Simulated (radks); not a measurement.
Correlation energies from several functionals, in hartree. Species: Si3+ [Ne] 3s1; Eu+ [Xe] 4f7 6s1; Cu [Ar] 3d10 4s1; Ba2+ [Xe]. Calculated with a radial shooting solver on a logarithmic mesh with Libxc functionals: non-relativistic Kohn-Sham, PBE, spin-polarised, spherical densities, point nucleus. Every spin shell is full or empty, so the densities are truly spherical. Functionals are evaluated on that one density, not self-consistently.

functional	Si3+	Eu+	Cu	Ba2+
PW92	-0.90830	-6.1351	-2.5436	-5.2977
Wigner	-0.54706	-3.2316	-1.5138	-2.9011
PBEsol	-0.47431	-3.9423	-1.5388	-3.3623
LYP	-0.45522	-3.2185	-1.3692	-2.7935
P86	-0.45293	-3.9534	-1.5246	-3.3760
revTPSS	-0.41136	-3.5348	-1.3666	-3.0123
r2SCAN	-0.40206	-3.5557	-1.3720	-2.9846
B95	-0.48054	-4.3199	-1.5987	-3.6574
Tao-Mo	-0.36267	-3.4036	-1.2775	-2.8800
